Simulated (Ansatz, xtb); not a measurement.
# Relative energy of two isomers of C3H4ClNSSi

Structure I is `[SiH3]c1scnc1Cl`, a singlet and structure II is `[SiH3]c1cnc(Cl)s1`, a singlet. Both are isolated molecules in the gas phase, relaxed with PBE-D3(BJ)/def2-SVP.

Task: Which of the two would you expect CCSD(T)/def2-SVP + ΔMP2/def2-TZVPP electronic energies to favour?

Result: Structure I; the calculation gives E(II) − E(I) = +1.77 kcal/mol.

The same difference at several levels:

```json
{"level": "GFN2-xTB", "geometry": "GFN2-xTB", "E(II) − E(I) (kcal/mol)": "+1.81", "departure from the last row (kcal/mol)": "+0.04", "job, with rough time for the two": "optimisation, 0.22 s"}
{"level": "HF/STO-3G", "geometry": "GFN2-xTB", "E(II) − E(I) (kcal/mol)": "+1.55", "departure from the last row (kcal/mol)": "−0.22", "job, with rough time for the two": "single point, 0.66 s"}
{"level": "r2SCAN-D4/def2-SVP", "geometry": "GFN2-xTB", "E(II) − E(I) (kcal/mol)": "+0.47", "departure from the last row (kcal/mol)": "−1.30", "job, with rough time for the two": "single point, 4.8 s"}
{"level": "PBE-D3(BJ)/def2-SVP", "geometry": "PBE-D3(BJ)/def2-SVP", "E(II) − E(I) (kcal/mol)": "+1.36", "departure from the last row (kcal/mol)": "−0.40", "job, with rough time for the two": "optimisation, 50 s"}
{"level": "HF/def2-SVP", "geometry": "PBE-D3(BJ)/def2-SVP", "E(II) − E(I) (kcal/mol)": "+1.28", "departure from the last row (kcal/mol)": "−0.49", "job, with rough time for the two": "part of the CCSD(T) run"}
{"level": "MP2/def2-SVP", "geometry": "PBE-D3(BJ)/def2-SVP", "E(II) − E(I) (kcal/mol)": "+2.06", "departure from the last row (kcal/mol)": "+0.30", "job, with rough time for the two": "part of the CCSD(T) run"}
{"level": "CCSD(T)/def2-SVP", "geometry": "PBE-D3(BJ)/def2-SVP", "E(II) − E(I) (kcal/mol)": "+1.78", "departure from the last row (kcal/mol)": "+0.01", "job, with rough time for the two": "single point"}
{"level": "CCSD(T)/def2-SVP + ΔMP2/def2-TZVPP", "geometry": "PBE-D3(BJ)/def2-SVP", "E(II) − E(I) (kcal/mol)": "+1.77", "departure from the last row (kcal/mol)": "", "job, with rough time for the two": "single point, 43 s"}
```

As drawn, both hold the same kinds of bond in the same numbers.

r2SCAN-D4/def2-SVP finds them nearly level. The largest departure from CCSD(T)/def2-SVP + ΔMP2/def2-TZVPP is that of r2SCAN-D4/def2-SVP, 1.30 kcal/mol. The last row adds to CCSD(T) the change of the MP2 difference between the two basis sets, here −0.01 kcal/mol.

With thermal terms from frequencies at re-optimised GFN2-xTB minima (ideal gas, soft modes damped towards free rotors, one conformer each, 298.15 K, 1 atm): the zero-point term adds −0.03 kcal/mol; ΔH is +1.75 and ΔG +1.74 kcal/mol.

The correlated steps freeze 19 core orbitals. Programs: Ansatz 0.2.0, xtb 6.7.1; the last row on 2 threads of Intel(R) Xeon(R) 6975P-C (Granite Rapids) on a shared host.
